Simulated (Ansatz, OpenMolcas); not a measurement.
OpenMolcas → Ansatz

OpenMolcas 26.06 runs this on C2H4AlFO (SMILES C=C[O][AlH][F]):

mol.inp:
```
&GATEWAY
  BasLib=$CurrDir
  Coord
  9
  angstrom
  C       -1.562000      -0.360100       1.103900
  C       -0.728000      -0.312900       0.075500
  O        0.490300       0.256500       0.139600
  Al       1.800800       0.519300      -0.884800
  F        3.087600       1.301600      -0.235000
  H       -1.297700       0.065300       2.064100
  H       -2.527700      -0.832200       0.988500
  H       -0.999000      -0.743100      -0.888800
  H        1.824300       0.059200      -2.380300
  Basis=def2-SVP
  Group=NoSym

&SEWARD
  GridInput
  Grid=UltraFine
  End of Grid

&SCF
  KSDFT=BLYP
  Thresholds=1e-10 1e-07 1e-07 1e-05
  PrOrbitals=0

&ALASKA
```

```bash
$ export MOLCAS_MEM=1860
$ pymolcas mol.inp > mol.log
```

(Basis files named in the input come from the Basis Set Exchange and aren't shown.)

The coordinates come from a PBE0-D4/def2-TZVP relaxation. This is one conformer, not always the lowest.

It gives a total energy of -495.874121 Eh.

**Question.** How is this level of theory, on these atoms, set up in Ansatz 0.2.0 as an input file of the program's own, asking for the energy?

**Answer.** One way, which was run:

run.yaml:
```yaml
crystal:
  periodic: [false, false, false]
  atoms:
    - {symbol: C, position_ang: [-1.562000, -0.360100, 1.103900]}
    - {symbol: C, position_ang: [-0.728000, -0.312900, 0.075500]}
    - {symbol: O, position_ang: [0.490300, 0.256500, 0.139600]}
    - {symbol: Al, position_ang: [1.800800, 0.519300, -0.884800]}
    - {symbol: F, position_ang: [3.087600, 1.301600, -0.235000]}
    - {symbol: H, position_ang: [-1.297700, 0.065300, 2.064100]}
    - {symbol: H, position_ang: [-2.527700, -0.832200, 0.988500]}
    - {symbol: H, position_ang: [-0.999000, -0.743100, -0.888800]}
    - {symbol: H, position_ang: [1.824300, 0.059200, -2.380300]}
basis:
  gaussian:
    orbitals: def2-SVP
magnetization:
  spin_polarized: false
  initial_magnetization: 0
hamiltonian:
  xc: {name: BLYP}
accuracy: high
output:
  orbitals: {seedname: orbitals}
```

```bash
$ ansatz run run.yaml --threads 1 --pin off --max-ram 3480MiB --events-out events.jsonl --progress --plain --runs-dir runs
```

Its energy is -495.874120 Eh, the same as the first but for the last digit, at most.
